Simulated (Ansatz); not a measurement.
Species: C$_{10}$H$_{9}$N, SMILES `Cc1ccnc2ccccc12` (charge 0, multiplicity 1).

Question: Give a relaxed geometry from B3LYP-D3(BJ)/def2-SVP (Ansatz, an electronic-structure program).

Answer: the end point of this relaxation (outside a Z-matrix the atoms follow the SMILES, hydrogens last).
Cartesian coordinates (Å) in one orientation:
```xyz
20

C      2.235    -1.294     0.227
C      1.380    -0.087    -0.042
C      1.936     1.130    -0.382
C      1.101     2.249    -0.630
N     -0.209     2.218    -0.560
C     -0.799     1.036    -0.229
C     -2.218     0.992    -0.151
C     -2.871    -0.175     0.180
C     -2.132    -1.354     0.448
C     -0.754    -1.344     0.381
C     -0.048    -0.157     0.043
H      1.995    -2.118    -0.465
H      2.075    -1.678     1.249
H      3.302    -1.056     0.116
H      3.020     1.241    -0.461
H      1.560     3.209    -0.898
H     -2.757     1.918    -0.363
H     -3.962    -0.197     0.237
H     -2.658    -2.274     0.710
H     -0.197    -2.260     0.590
```
